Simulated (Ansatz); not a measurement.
`CC(C)(C)C(=O)CC(=O)C(C)(C)C` + `OC[SeH]` → `C[Se]CO` + `CC(C)C(=O)CC(=O)C(C)(C)C`  (substitution at a C–C bond)

Isolated molecules relaxed with PBE0-D4/def2-TZVP in Ansatz; ΔE leaves out vibrations. CCSD(T)/CBS adds triple-zeta CCSD(T) − MP2 to the extrapolated MP2 energy (def2 sets, frozen cores). DFT in def2-TZVPP. For Se outer-core shells are correlated without core-valence functions, which leaves a few kJ/mol of doubt a bond. Scalar relativity is left out up to krypton. One conformer a species, not always the lowest.

```json
{"level": "PBE-D4", "ΔE (eV)": "-0.13"}
{"level": "r2SCAN-D4", "ΔE (eV)": "-0.11"}
```

Question: What does CCSD(T)/CBS give? (Best estimate.)

Answer: The calculation gave: -0.08 eV. The listed levels differ from it by -0.05, -0.03 eV.

Largest T1 diagnostic among the species: 0.013.

In def2-TZVPP, CCSD(T) changes the Hartree–Fock value by +0.20 eV (the triples alone add +0.03 eV) and MP2 by +0.20 eV. The D4 term adds +0.13 eV with B3LYP and +0.08 eV with PBE0; it sums over pairs of atoms, weighted by their polarisabilities, and B3LYP, whose exchange is more repulsive, gets the larger term.

B3LYP here is the variant with VWN-RPA as its local correlation; programs differ in this.
